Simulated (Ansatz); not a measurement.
Basis-set extrapolation for C₂H₉AlSi₂ (PBE0-D4/def2-TZVP geometry, frozen core, the Gaussian-basis code of Ansatz). Multiplicity 1, RHF reference.

```csv
,def2-TZVPP,def2-QZVPP
HF,-900.761964,-900.790024
MP2 correlation,-0.668665,-0.713446
CCSD(T) correlation,-0.772114,not run
```

Energies in hartree. Use E(X) = E(∞) + A·exp(−7.88·√X) for Hartree–Fock and E(X) = E(∞) + B·X^(−2.97) for correlation, with X = 3 and 4, and add CCSD(T) minus MP2 of the smaller set to the MP2 limit.

Question: What is the CCSD(T) energy at the basis-set limit?

Answer: HF limit: -900.790024 + (-0.028060) × 0.13774 = -900.79389. MP2 limit: -0.713446 + (-0.044781) × 0.74074 = -0.74662. Higher-order term: -0.772114 − (-0.668665) = -0.10345. Total: -901.64396 hartree, 288.5 kJ/mol below CCSD(T)/def2-TZVPP.
